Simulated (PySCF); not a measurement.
One of the candidates below gave these computed data.

All candidates are C5H4O2S.

* 13C NMR: chemical shifts (computed TMS as zero) by class: 161.0 (1 C), 154.6 (1 C), 132.9 (1 C), 126.3 (1 C), 119.2 (1 C) ppm [GIAO PBE0/pcSseg-1]
* UV, first state: lowest singlet excitation: 5.63 eV (220 nm, f = 0.151) [TDDFT CAM-B3LYP/def2-SVPD]
* Triplet: lowest triplet excitation (Tamm–Dancoff): 3.71 eV [TDA CAM-B3LYP/def2-SVPD]
* NMR, other nuclei: isotropic shieldings of nuclei other than C and H, by class: -110 (1 O), 98 (1 O), 327 (1 S) ppm [GIAO PBE0/pcSseg-1]
* Dipole: 1.52 D [CAM-B3LYP/def2-SVPD]
* Rotational structure: rotational constants A, B, C: 5.437, 1.094, 0.912 GHz [GFN2-xTB]
* UV, strongest line: among the 8 lowest singlet transitions: S5 at 6.45 eV (192 nm, f = 0.284) [TDDFT CAM-B3LYP/def2-SVPD]
* 1H NMR: chemical shifts (computed TMS as zero) by class: 8.64 (1 H), 8.23 (1 H), 7.17 (1 H), 6.93 (1 H) ppm [GIAO PBE0/pcSseg-1]
* Polarisability: 81.0 au [CAM-B3LYP/def2-SVPD]

The electronic properties come from PySCF, for the isolated species, density fitting. Levels stand in brackets. Isolated species at its GFN2-xTB geometry (one conformer only). NMR values are class means; diastereotopic atoms form classes of their own.

Question: Which candidate is it?
A. `O=COc1ccsc1`
B. `O=C(O)c1cccs1`
C. `O=c1ccsc(O)c1`
D. `O=C(O)c1ccsc1`

Answer: A. It is `O=COc1ccsc1`. Numbering: `[O:1]=[CH:2][O:3][c:4]1[cH:5][cH:6][s:7][cH:8]1`. Its formula, C5H4O2S, gives 4 degrees of unsaturation: 1 ring and 3 π bonds in the structure found (Kekulé form). 5 carbons fall into 5 classes; from least to most shielded: ester carbonyl carbon [C2] (161.0 ppm), aromatic carbon bearing oxygen [C4] (154.6 ppm), aromatic CH next to a ring sulfur [C6] (132.9 ppm), aromatic CH carbon [C5] (126.3 ppm), aromatic CH next to a ring sulfur [C8] (119.2 ppm). Hydrogen classes from least to most shielded: 1 H on an aromatic CH carbon, C5 (8.64 ppm), 1 H on an ester carbonyl carbon, C2 (8.23 ppm), 1 H on an aromatic CH next to a ring sulfur, C6 (7.17 ppm), 1 H on an aromatic CH next to a ring sulfur, C8 (6.93 ppm). The other shieldings belong to: -110 ppm, ester carbonyl oxygen [O1]; 98 ppm, ester single-bonded oxygen [O3]; 327 ppm, thiophene-type sulfur [S7]. By its constants the optimised geometry is an asymmetric top.

The others, at the same levels:
- `O=C(O)c1ccsc1` fails: its computed lowest singlet excitation is 5.33 eV (232 nm, f = 0.000) (against 5.63 eV), strongest line among the 8 lowest singlet transitions is S6 at 6.65 eV (186 nm, f = 0.332) (against S5 at 6.45 eV) and rotational constant A is 4.516 GHz (against 5.437 GHz).
- `O=C(O)c1cccs1` fails: its computed lowest singlet excitation is 5.08 eV (244 nm, f = 0.221) (against 5.63 eV), lowest triplet excitation (Tamm–Dancoff) is 3.33 eV (against 3.71 eV) and rotational constant A is 3.763 GHz (against 5.437 GHz).
- `O=c1ccsc(O)c1` fails: its computed 13C shifts are 182.0 (1 C), 173.4 (1 C), 136.9 (1 C), 136.2 (1 C), 114.3 (1 C) ppm, 1H shifts are 7.12 (1 H), 6.85 (1 H), 6.16 (1 H), 4.79 (1 H) ppm and rotational constant A is 2.915 GHz (against 5.437 GHz).

Each candidate is one conformer, not necessarily the lowest. The conformers computed, where there is a choice (atom-mapped SMILES and torsion angles):
- `[O:1]=[CH:2][O:3][c:4]1[cH:5][cH:6][s:7][cH:8]1`: O1–C2–O3–C4 0°, C2–O3–C4–C5 6°
- `[O:1]=[C:2]([OH:3])[c:4]1[cH:5][cH:6][s:7][cH:8]1`: O1–C2–C4–C5 0°, H–O3–C2–O1 0°
- `[O:1]=[C:2]([OH:3])[c:4]1[cH:5][cH:6][cH:7][s:8]1`: O1–C2–C4–C5 0°, H–O3–C2–O1 0°
- `[O:1]=[c:2]1[cH:3][cH:4][s:5][c:6]([OH:7])[cH:8]1`: H–O7–C6–S5 180°
